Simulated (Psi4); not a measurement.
GeI₂, charge +1, doublet, geometry from GFN2-xTB (a state made from the parent by changing its charge; the spin is typed, not shown lowest) (core potentials on I); B97M-V/def2-SVPD in Psi4.

Here is a job for Psi4.
```
memory 2 GB

molecule {
1 2
  Ge    0.00221417   -0.00954082    0.99795171
  I     1.09983252   -1.87992098   -0.32171048
  I    -1.10116938    1.88568147   -0.28082640
}

set basis def2-svpd
set reference uks

energy('b97m-v')
print_variables()
```

The log (banner, timings and long lists left out):

```
   => Loading Basis Set <=

    Name: DEF2-SVPD
    Role: ORBITAL
    Keyword: BASIS

    !!!  WARNING: ECP capability is in beta. Please check occupations closely.  !!!

         ---------------------------------------------------------
                                   SCF
               by Justin Turney, Rob Parrish, Andy Simmonett
                          and Daniel G. A. Smith
                              UKS Reference
         ---------------------------------------------------------

  ==> Geometry <==

    Molecular point group: cs
    Full point group: Cs

    Geometry (in Angstrom), charge = 1, multiplicity = 2:

       Center              X                  Y                   Z               Mass
    ------------   -----------------  -----------------  -----------------  -----------------
         GE           0.009431443789    -1.006178764874     0.000000000000    73.921177761000
         I            2.178088459470     0.313489007421     0.000000000000   126.904471900000
         I           -2.183582225154     0.272604754477     0.000000000000   126.904471900000

  Running in cs symmetry.

  Rotational constants: A =      0.17443  B =      0.01396  C =      0.01293 [cm^-1]
  Rotational constants: A =   5229.38278  B =    418.62616  C =    387.59791 [MHz]
  Nuclear repulsion =  409.345494441948290

  Charge       = 1
  Multiplicity = 2
  Electrons    = 81
  Nalpha       = 41
  Nbeta        = 40

  ==> Algorithm <==

  SCF Algorithm Type is DF.
  DIIS enabled.
  MOM disabled.
  Fractional occupation disabled.
  Guess Type is SAD.
  Energy threshold   = 1.00e-06
  Density threshold  = 1.00e-06
  Integral threshold = 1.00e-12

  ==> Primary Basis <==

  Basis Set: DEF2-SVPD
    Blend: DEF2-SVPD
    Number of shells: 40
    Number of basis functions: 108
    Number of Cartesian functions: 118
    Spherical Harmonics?: true
    Max angular momentum: 2

  Core potential: DEF2-SVPD
    Number of shells: 8
    Number of ECP primitives: 58
    Number of ECP core electrons: 56
    Max angular momentum: 3

  ==> DFT Potential <==

   => LibXC <=

    Version 7.1.2
    S. Lehtola, C. Steigemann, M. J. T. Oliveira, and M. A. L. Marques,  SoftwareX 7, 1–5 (2018) (10.1016/j.softx.2017.11.002)

   => Composite Functional: B97M-V <=

    B97M-V GGA Exchange-Correlation Functional

    N. Mardirossian and M. Head-Gordon,  J. Chem. Phys. 142, 074111 (2015) (10.1063/1.4907719)

    Deriv               =              1
    GGA                 =           TRUE
[...]

   @Spin Contamination Metric:   8.126127120E-03
   @S^2 Expected:                7.500000000E-01
   @S^2 Observed:                7.581261271E-01
   @S   Expected:                5.000000000E-01
   @S   Observed:                5.000000000E-01

    Orbital Energies [Eh]
    ---------------------

    Alpha Occupied:

[...]
    Alpha Virtual:

[...]
      74Ap    56.292954

    Beta Occupied:

[...]
      28Ap    -0.442059

    Beta Virtual:

[...]
    Final Occupation by Irrep:
             Ap   App
    DOCC [    28,   12 ]
    SOCC [     1,    0 ]
    NA   [    29,   12 ]
    NB   [    28,   12 ]

  @DF-UKS Final Energy: -2671.48341151896466

   => Energetics <=

    Nuclear Repulsion Energy =            409.3454944419482899
    One-Electron Energy =               -4729.3043309930953910
    Two-Electron Energy =                1771.3057634787164716
    DFT Exchange-Correlation Energy =    -123.1510001664107961
    Empirical Dispersion Energy =           0.0000000000000000
    VV10 Nonlocal Energy =                  0.3206617198769992
    Total Energy =                      -2671.4834115189646582

  UHF NO Occupations:
  HONO-2 :   27 Ap 1.9983426
  HONO-1 :   28 Ap 1.9981583
  HONO-0 :   29 Ap 1.0000000
  LUNO+0 :   30 Ap 0.0018417
  LUNO+1 :   31 Ap 0.0016574
  LUNO+2 :   32 Ap 0.0002298
  LUNO+3 :   33 Ap 0.0001969

Computation Completed

Properties will be evaluated at   0.000000,   0.000000,   0.000000 [a0]

Properties computed using the SCF density matrix

 Multipole Moments:

 ------------------------------------------------------------------------------------
     Multipole            Electronic (a.u.)      Nuclear  (a.u.)        Total (a.u.)
 ------------------------------------------------------------------------------------

 L = 1.  Multiply by 2.5417464519 to convert [e a0] to [Debye]
 Dipole X            :         -0.3061795            0.3107882            0.0046088
 Dipole Y            :         32.6707926          -33.1559562           -0.4851636
 Dipole Z            :          0.0000000            0.0000000            0.0000000
 Magnitude           :                                                    0.4851855

 ------------------------------------------------------------------------------------

  Variable Map:
  ----------------------------------------------------------------------------
[...]
  Array Variable Map:
  ----------------------------------------------------------------------------
[...]
[...]
```
